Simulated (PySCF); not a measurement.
# The third ionisation energy along group 14

Calculated with PySCF 2.14 from differences of total energies of unrestricted determinants, without spin-orbit coupling. Values in eV. The last column holds reference values (NIST; (s) semi-empirical, (t) theoretical, else measured). Unmarked ones compare directly (S terms, centres of terms, or small fine structure); those marked * lie between the lowest fine-structure levels and include a spin-orbit shift.

| element | configurations | UHF | CCSD(T) (valence and next inner shell) | SCS-MP2 (valence) | LDA | PBE | PBE0 | reference |
| --- | --- | --- | --- | --- | --- | --- | --- | --- |
| C (aug-cc-pwCVTZ, non-relativistic) | [He] 2s2 → [He] 2s1 | 45.780 | 47.836 | 47.241 | 46.950 | 47.104 | 47.040 | 47.888 |
| Ge (aug-cc-pwCVTZ-PP with ECP10MDF, ECP) | [Ar] 3d10 4s2 → [Ar] 3d10 4s1 | 32.190 | 33.996 | 33.164 | 34.787 | 34.326 | 33.973 | 34.058 |
| Sn (aug-cc-pwCVTZ-PP with ECP28MDF, ECP) | [Kr] 4d10 5s2 → [Kr] 4d10 5s1 | 28.533 | 30.444 | 29.374 | 31.283 | 30.799 | 30.425 | 30.506 |
| Pb (aug-cc-pwCVTZ-PP with ECP60MDF, ECP) | [Xe] 4f14 5d10 6s2 → [Xe] 4f14 5d10 6s1 | 29.764 | n/a | 30.474 | 32.598 | 32.095 | 31.748 | 31.937 |

Fill in the row of Si (aug-cc-pwCVTZ, non-relativistic) ([Ne] 3s2 → [Ne] 3s1).

UHF 31.956; CCSD(T) (valence and next inner shell) 33.375; SCS-MP2 (valence) 33.012; LDA 33.523; PBE 33.379; PBE0 33.242; reference 33.493 (eV).

"Valence" correlates the outer s and p shells and, in groups 3 to 12 and the f block, the outer d or f shell, open or full, or the next shell where the ion has no valence electron left; the wider scheme adds the next inner shell.
